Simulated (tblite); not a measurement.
C3H9NOSi2.
Numbering: `[N:1]#[C:2][C@H:3]([SiH3:4])[CH2:5][O:6][SiH3:7]` (hydrogens: H8 on C3; H9, H10, H11 on Si4; H12, H13 on C5; H14, H15, H16 on Si7)

Geometry (GFN2-xTB, Å), atoms numbered from 1 in this order:
```xyz
16
C3H9NOSi2 angstrom
N     -2.5247   -2.5285   -0.5521
C     -1.8662   -1.7663   -0.0067
C     -1.0468   -0.7964    0.6397
Si    -1.6699    0.9998    0.2949
C      0.3894   -0.8484    0.1320
O      0.9123    0.4464    0.2236
Si     2.4671    0.9026    0.0582
H     -1.0809   -0.9768    1.7171
H     -1.0898    1.8896    1.2930
H     -1.3543    1.3568   -1.0827
H     -3.1251    0.9473    0.4715
H      1.0046   -1.5493    0.7091
H      0.4065   -1.1729   -0.9165
H      2.9600    0.5941   -1.2870
H      2.3129    2.3209    0.3297
H      3.2974    0.1902    1.0346
```

All values are computed: GFN2-xTB (tblite) harmonic vibrations without scaling, gas phase. Errors from tens to a few hundred cm⁻¹ against measured bands are possible. Modes of hydrogen on silicon can be 10 to 20 % off. One conformer, not necessarily the lowest.

Harmonic wavenumbers (cm⁻¹): 39.8, 65.8, 94.8, 133.9, 159.8, 207.5, 218.2, 239.2, 371.9, 450.4, 515.6, 552.3, 582.2, 597.1, 625.7, 677.6, 738.1, 744.1, 790.7, 799.6, 807.0, 826.7, 829.7, 953.5, 1041.9, 1085.0, 1118.2, 1136.9, 1215.6, 1274.9, 1346.5, 1495.7, 2223.0, 2252.1, 2256.3, 2319.0, 2328.5, 2362.3, 2393.1, 2891.6, 2920.9, 2945.3.

A = 3251, B = 938.8, C = 765.9 MHz; mass 131.022 u (most abundant isotopes); point group C1, symmetry number 1.

Q: Zero-point energy?

A: ½Σν̃ = 23314 cm⁻¹ = 278.90 kJ/mol.

Q: Give the ideal-gas entropy at 500 K and 1 bar in the rigid-rotor, harmonic-oscillator model (classical rotation).

A: Translation 180.41, rotation 129.08, vibration 213.53: S = 523.0 J/(mol K).

Q: And Cp and H(500 K) − H(0)?

A: Cp = 226.19 J/(mol K), of which vibrations give 192.93 (their classical limit is 42 R = 349.2); H(500 K) − H(0) = 69.84 kJ/mol without the zero-point energy, 53.21 from vibrations.

Q: Blend soft modes into free rotors: weight 1/[1 + (100 cm⁻¹/ν̃)⁴] for the oscillator and the rest for a rotor with moment μB/(μ + B), μ = h/(8π²ν), B = 10⁻⁴⁴ kg m². What vibrational entropy results?

A: 195.99 J/(mol K) in place of 213.53, which changes −T·S at 500 K by +8.77 kJ/mol.

Q: What must be added to the electronic energy to get the Gibbs energy at 500 K and 1 bar?

A: ZPE + [H(500 K) − H(0)] − T·S = 278.90 + 69.84 − 261.51 = 87.23 kJ/mol.

Hindered rotation and anharmonicity are outside this model. Other conformers, if any are populated, would add a mixing term that is left out. The structure is chiral; the term R ln 2 for an equal mix with its mirror image is left out.
